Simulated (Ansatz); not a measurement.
Mulliken charges of `[CH2][SiH](Cl)Cl` radical from PBE/def2-TZVPP in Ansatz (PBE0-D4/def2-TZVP geometry).

```tsv
atom	x (Å)	y (Å)	z (Å)	charge (e)
C1	-0.693	0.893	0.198	-0.264
Si2	0.466	-0.499	-0.004	0.499
Cl3	1.594	-0.235	-1.694	-0.201
Cl4	-0.574	-2.252	-0.209	-0.202
H5	-1.448	1.127	-0.545	0.112
H6	-0.669	1.541	1.068	0.116
H7	1.384	-0.641	1.142	-0.061
```

Task: By hand: the dipole of these point charges (1 e Å = 4.8032 D).

Result: Σ q r = (-0.113, 0.361, 0.322) e Å, of length 0.497 e Å = 2.39 D.

Task: How does the dipole of the full density compare? (Best estimate.)

Result: The calculation gave: (-0.128, 0.287, 0.203) e Å, 1.80 D; the point charges give 1.33 times that, at 9° from its direction.

Point charges leave out the atoms' own dipoles, such as those of lone pairs, and Mulliken's split depends on the basis, so the two needn't agree.
